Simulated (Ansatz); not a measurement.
Basis-set series for F$_{2}$H$_{6}$N$_{2}$OSi$_{2}$ (`N[Si@@H](F)O[Si@@H](N)F`). Total charge 0; spin multiplicity 1. The structure was optimised at the PBE0-D4/def2-TZVP level. It is one conformer, not always the lowest.

Z-matrix (Å, degrees):
```
Si
F 1 1.599
O 1 1.622 2 106.7
N 1 1.690 2 114.0 3 118.1
H 1 1.473 2 105.6 3 -120.7
Si 3 1.622 1 148.3 2 -43.4
H 4 1.007 1 121.3 2 -80.5
H 4 1.006 1 121.4 2 72.0
N 6 1.690 3 107.1 1 -166.1
F 6 1.599 3 106.7 1 -43.6
H 6 1.473 3 113.2 1 72.1
H 9 1.007 6 121.3 3 37.3
H 9 1.006 6 121.4 3 -170.1
```

```
functional       basis  functions  energy (Eh)  HOMO (eV)  LUMO (eV)
   PBE0-D4    def2-SVP        136   -966.17849      -7.78       1.62
   PBE0-D4  def2-QZVPP        605   -966.93730      -8.09       0.51
   ωB97M-V    def2-SVP        136   -966.66055     -10.20       3.24
   ωB97M-V  def2-QZVPP        605   -967.42691     -10.52       1.63
```

Give the rows for def2-TZVPP. (Best estimate.)

Computed: 
| functional | basis | functions | energy (Eh) | HOMO (eV) | LUMO (eV) |
| --- | --- | --- | --- | --- | --- |
| PBE0-D4 | def2-TZVPP | 323 | -966.89302 | -8.03 | 0.89 |
| ωB97M-V | def2-TZVPP | 323 | -967.38581 | -10.46 | 2.26 |

Positive LUMOs are unbound and depend on the basis.
